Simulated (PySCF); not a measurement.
Working out the ionisation energy of Si+

Si+ [Ne] 3s2 3p1 (2P) → Si(2+) [Ne] 3s2 (1S). Calculation: PySCF 2.14, in aug-cc-pVDZ-DK (5s4p2d, 27 functions); scalar relativity by spin-free X2C-1e. Frozen: [Ne]. Energies in hartree (1 hartree = 27.21139 eV):

| part | Si+ (lower) | Si(2+) (upper) |
| --- | --- | --- |
| UHF | -289.172159 | -288.591215 |
| MP2 opposite-spin | -0.032794 | -0.028795 |
| MP2 same-spin | -0.002260 | 0.000000 |

Problem. What does Hartree-Fock give?

Solution. (-288.591215) − (-289.172159) = 0.580944 hartree = 15.808 eV.

Problem. What do MP2 and SCS-MP2 (6/5 opposite-spin, 1/3 same-spin) give?

Solution. The opposite-spin parts differ by 0.109 eV and the same-spin parts by 0.061 eV. MP2: 15.808 + (0.109) + (0.061) = 15.978 eV. SCS-MP2: 15.808 + 1.2 × (0.109) + (0.061)/3 = 15.959 eV.

Measured between the centres of the two terms (NIST): 16.322 eV, so MP2 (valence) is off by -0.344 eV.

A double-zeta basis recovers only part of the correlation energy.

What remains against the reference includes basis incompleteness, the frozen core and correlation beyond second order.
